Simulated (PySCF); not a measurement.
## [BiF2]+ relaxed at several levels

Computed with PySCF 2.14.0, def2-SVP on the ligands, density fitting, scalar-relativistic core potentials, no spin-orbit coupling, vacuum. Each row is relaxed at its own level from the same template. Distances are means of the shortest metal–ligand contacts, charges and spins Mulliken's; removal energies are rigid, with the ligand's formal charge and no counterpoise, so too large; for an anion taken off a cation in vacuum most of it is the attraction of opposite charges, and multiply charged cations can part far more cheaply with an electron moved from ligand to metal.

```json
{"level": "BP86", "basis on the metal": "def2-SVP with ECP60", "point group": "C2v", "M–F (Å)": "2.001", "charge on M (e)": "1.55", "HOMO–LUMO gap (eV)": "3.60", "removal of one F (eV)": "18.67", "strongest infrared band, degenerate modes summed (cm⁻¹)": "637", "unstable modes (below −25 cm⁻¹)": "0"}
```

What does the calculation give for PBE0, def2-SVP with ECP60?

point group: C2v, M–F (Å): 1.975, charge on M (e): 1.69, HOMO–LUMO gap (eV): 6.11, removal of one F (eV): 18.36, strongest infrared band, degenerate modes summed (cm⁻¹): 670, unstable modes (below −25 cm⁻¹): 0.
```xyz
3

Bi    0.0000    0.0000   -0.4756
F     1.4602    0.0000    0.8539
F    -1.4602    0.0000    0.8539
```

One start shape was tried for each, so a minimum needn't be the lowest isomer.
